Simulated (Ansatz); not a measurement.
C2H4INSi, SMILES `I[SiH]1C=CN1`, charge 0, multiplicity 1.

Problem. Give a relaxed structure at PBE0-D4/def2-TZVP (Ansatz). (Estimate.)

Solution. Ansatz gave: 
Cartesian coordinates in Å:
```
I -0.4817 0.6179 2.9225
Si -0.2386 -0.5939 0.8217
C 1.1832 -0.1849 -0.2545
C 0.2717 0.4031 -1.0599
N -1.0273 0.1843 -0.5500
H -0.6693 -1.9827 1.1010
H 2.2392 -0.3171 -0.4136
H 0.4169 0.9338 -1.9997
H -1.6941 0.9395 -0.5675
```
This is one stationary point; other conformers may exist.
